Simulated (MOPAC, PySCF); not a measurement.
BI3, SMILES `IB(I)I`, neutral singlet in the gas phase. 

Z-matrix (Å, degrees):
```
B
I 1 2.1252
I 1 2.1252 2 120.00
I 1 2.1253 2 120.00 3 180.00
```
Charge 0, multiplicity 1.

All levels are single points at this geometry (B3LYP-D3(BJ)/def2-TZVP); Pople sets use spherical d functions. Orbital energies aren't observables, and empty levels follow the basis.

```tsv
level	HOMO (eV)	LUMO (eV)	gap (eV)	dipole (D)	vertical IE, Delta-SCF (eV)
B3LYP-D3(BJ)/def2-TZVP in PySCF	-7.14	-2.64	4.50	0.00	9.06
B3LYP/6-311+G** (LANL2DZ on I) in PySCF	-7.22	-2.56	4.66	0.00	–
B3LYP/LANL2DZ in PySCF	-7.26	-2.67	4.59	0.00	–
BP86/6-31G* (LANL2DZ on I) in PySCF	-6.46	-3.28	3.18	0.00	–
PBE/6-31G* (LANL2DZ on I) in PySCF	-6.35	-3.20	3.15	0.00	8.93
SVWN5/6-31G* (LANL2DZ on I) in PySCF	-6.40	-3.34	3.06	0.00	8.99
HF/6-31G* (LANL2DZ on I) in PySCF	-9.90	0.84	10.75	0.00	9.60
PM6 in MOPAC	-9.78	-3.63	6.15	0.00	–
PM7 in MOPAC	-9.63	-3.13	6.50	0.00	–
```
